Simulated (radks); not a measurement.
The numbers below are computed, except where a source is named.
Question: Nb IV, configuration [Kr] 4d2 (the NIST ground configuration). Level of theory: Dirac Kohn-Sham, PBE, spin-unpolarised, spherical densities, point nucleus; open shells are shared between the two j in proportion to 2j + 1 (a radial shooting solver on a logarithmic mesh with Libxc functionals). Some entries of the table are withheld. Estimate them.

| orbital | occ. | eigenvalue (hartree) | r(max) (bohr) | <r> (bohr) |
|---|---|---|---|---|
| 1s1/2 | 2 | -692.0361 | 0.02349 | 0.03609 |
| 2s1/2 | 2 | -97.77867 | 0.1333 | 0.1577 |
| 2p1/2 | 2 | -89.82508 | 0.1039 | 0.1346 |
| 2p3/2 | 4 | -86.30536 | 0.1076 | 0.1391 |
| 3s1/2 | 2 | -17.27489 | 0.3957 | 0.4429 |
| 3p1/2 | 2 | -14.28089 | 0.3832 | 0.4385 |
| 3p3/2 | 4 | -13.71056 | 0.3924 | 0.4490 |
| 3d3/2 | 4 | -8.42624 | 0.3329 | 0.4308 |
| 3d5/2 | 6 | -8.32003 | 0.3356 | 0.4343 |
| 4s1/2 | 2 | (1) | (2) | (3) |
| 4p1/2 | 2 | -2.42929 | 1.100 | 1.254 |
| 4p3/2 | 4 | -2.34870 | 1.124 | 1.281 |
| 4d3/2 | 0.8 | -1.12934 | 1.390 | 1.706 |
| 4d5/2 | 1.2 | -1.12075 | 1.400 | 1.718 |

Answer: 
(1) 4s1/2 eigenvalue (hartree): -3.26723
(2) 4s1/2 r(max) (bohr): 1.029
(3) 4s1/2 <r> (bohr): 1.147
